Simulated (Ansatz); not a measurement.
## A barrier at the coupled-cluster level

Start structure (GaH$_{3}$ClO$_{2}$F, closed shell), relaxed at PBE0-D4/def2-TZVP:

Ga1  (-0.530, 0.040, 0.133)
F2  (0.337, 1.583, -0.100)
O3  (-1.497, -0.576, -1.210)
O4  (-0.744, -0.547, 1.785)
H5  (2.009, 0.478, -0.510)
Cl6  (1.980, -0.815, -0.490)
H7  (-1.338, -0.103, -2.031)
H8  (-0.218, -0.060, 2.423)
(Å)

The step: GaH₂O₂F ([OH][Ga]([OH])[F]) + HCl → GaH₂ClO₂ ([OH][Ga]([OH])[Cl]) + HF; bonds formed: F2–H5; dative contacts that become bonds: Ga1–Cl6; bonds broken: Ga1–F2, H5–Cl6. Computed with Ansatz 0.2.0 (basis: def2-TZVPP and def2-QZVPP); correlated methods freeze the cores. Filled d shells of the heavier atoms are correlated. The def2 sets are not built for correlating such inner shells, so the correlated values are less sure here. Extrapolation: Hartree–Fock as exp(−7.88 √X), correlation as X^−2.97. Energies below are by CCSD(T) at an estimated basis limit (MP2 extrapolated from triple and quadruple zeta, plus CCSD(T) − MP2 in triple zeta).

**Question.** What are the electronic barrier and the energy of the step, from the start structure to the end structure? (To be estimated.)

**Answer.** By the calculation: Barrier 0.156 eV; step energy -0.408 eV (downhill); reverse barrier, their difference, 0.564 eV. Barrier and step energy count from the start structure, the reverse barrier from the end structure.

The saddle point: One imaginary mode of 293i cm⁻¹.
```
   pair  start (Å)  saddle (Å)  end (Å)
Ga1–Cl6       2.72        2.51     2.19
  F2–H5       2.05        1.37     0.94
 Ga1–F2       1.79        1.87     2.27
 H5–Cl6       1.29        1.41     2.28
```

Zero-point energy (harmonic, PBE0-D4): ZPE is 1.029 eV at the start and 0.999 eV at the saddle, so the barrier goes from 0.156 to 0.126 eV.

No T1 diagnostic of these runs exceeds 0.014.

Labels in which every atom is bracketed show which atoms are joined, not bond orders.

For scale, one of the runs: CCSD(T)/def2-TZVPP, 225 basis functions, launched by `ansatz run in.yaml --threads 8 --pin off --events-out ev --progress --plain --max-ram 19148MiB`. Time: 22 s of wall clock on 8 CPU threads of an Intel Xeon 6975P-C; the host was shared. Peak host memory: 4.2 GiB.
